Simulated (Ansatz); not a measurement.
```yaml
crystal:
  periodic: [false, false, false]
  atoms:
    - {symbol: C, position_ang: [-0.583800, -0.362038, 1.468268]}
    - {symbol: O, position_ang: [0.054848, -0.137785, 0.776648]}
    - {symbol: Mo, position_ang: [0.120028, 0.597584, -0.267781]}
    - {symbol: C, position_ang: [0.611981, -0.234321, -1.376203]}
    - {symbol: S, position_ang: [1.137593, 1.673613, -0.143625]}
    - {symbol: S, position_ang: [-1.158168, 0.968055, -0.704097]}
    - {symbol: H, position_ang: [-0.454699, -1.159285, 1.394749]}
    - {symbol: H, position_ang: [-1.118081, -0.334623, 1.226230]}
    - {symbol: H, position_ang: [-0.473296, -0.007899, 2.101751]}
    - {symbol: H, position_ang: [0.680686, 0.151485, -2.016015]}
    - {symbol: H, position_ang: [0.108028, -0.799578, -1.487024]}
    - {symbol: H, position_ang: [1.110046, -0.520028, -1.012827]}
basis:
  gaussian: {orbitals: def2-SVP}
hamiltonian: {xc: {name: HF}}
correlation: {method: rpa}
```

```sh
$ ansatz run in.yaml --threads 4 --pin off --events-out ev --progress --plain --max-ram 11315MiB
```

It prints (some lines left out):

```
Functional definition: HF
1363 factors; integrals over basis functions are off by at most 8.5e-4 eV
mean field evaluation 1: about -27527.3922 eV, gradient 7.3e1 eV
mean field evaluation 2: about -27527.4299 eV, gradient 7.3e1 eV
mean field evaluation 4: about -27537.6122 eV, gradient 1.1e1 eV
mean field evaluation 8: about -27537.8566 eV, gradient 3.9e-1 eV
mean field evaluation 16: about -27537.7079 eV, gradient 5.9e0 eV
mean field -27537.85841132 eV, -1011.9976307853 hartree, gradient 3.5e-6 eV, S^2 0.000000; 2 other end points of the search recorded, 0 dependent functions left out
13 core orbitals not correlated: weight in the atoms' cores, before any rotation towards them, 1.000 or more for the frozen orbitals, at most 0.000 for the correlated occupied ones
reference -27537.85841132 eV, -1011.9976307853 hartree; 23, 23 occupied and 103, 103 virtual orbitals, 1363 factors
Total energy: -27571.52356331 eV, -1013.2348023018 hartree
```

In this input the geometry is squeezed to about two thirds of its size. The calculation finished and met its thresholds. The result belongs to that input, not to the molecule as meant.
